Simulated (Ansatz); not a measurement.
`[GaH2][SeH]` + `BN` → `B[NH][GaH2]` + H₂Se at 400 K and 1 bar (ligand exchange at a Ga–Se bond).

Gas-phase electronic energies from Ansatz, PBE0-D4/def2-TZVP geometries. CBS: MP2 limit from def2 TZ/QZ plus the TZ coupled-cluster correction, frozen cores. This one scheme is used for every species. For Ga, Se outer-core shells are correlated without core-valence functions, which leaves a few kJ/mol of doubt a bond. Scalar relativity is left out up to krypton.

```tsv
species	CCSD(T)/CBS energy (Eh)	H − E (kJ/mol)	S (J/(mol·K))
`[GaH2][SeH]`	-4326.46797	77.5	311.3
`BN`	-81.93499	142.5	243.5
`B[NH][GaH2]`	-2006.47671	160.2	324.5
H₂Se	-2401.89790	49.4	229.5
```

H − E and S are ideal-gas, rigid-rotor, harmonic terms from PBE0-D4/def2-TZVP. 1 Eh = 2625.50 kJ/mol, R = 8.31446 J/(mol·K).

Task: By hand: ΔE, ΔH, ΔS and ΔG.

Result: ΔE = (-2006.47671) + (-2401.89790) − (-4326.46797) − (-81.93499) = 0.02835 Eh = 74.4 kJ/mol. Δ(H − E) = 160.2 + 49.4 − 77.5 − 142.5 = -10.4, so ΔH = 64.0 kJ/mol. ΔS = 324.5 + 229.5 − 311.3 − 243.5 = -0.8 J/(mol·K). ΔG = 64.0 − 400 × (-0.8)/1000 = 64.3 kJ/mol.

Task: By hand: the equilibrium constant, and the temperature at which ΔG would vanish if ΔH and ΔS stayed fixed.

Result: log₁₀ K = −ΔG/(RT ln 10) = -8.4. ΔH and −TΔS have one sign here, so there is no such temperature.

The number of gas molecules stays the same, so ΔS is small and ΔH decides. A doubt of 5 kJ/mol in ΔE shifts log₁₀ K by 0.7 here. These are equilibria of isolated gas molecules and say nothing of rates. Largest T1 diagnostic: 0.013 (customary marks: 0.02 for closed shells, 0.045 for open ones).

ΔS is within the doubt of such terms, so its sign, and with it that verdict, could turn.
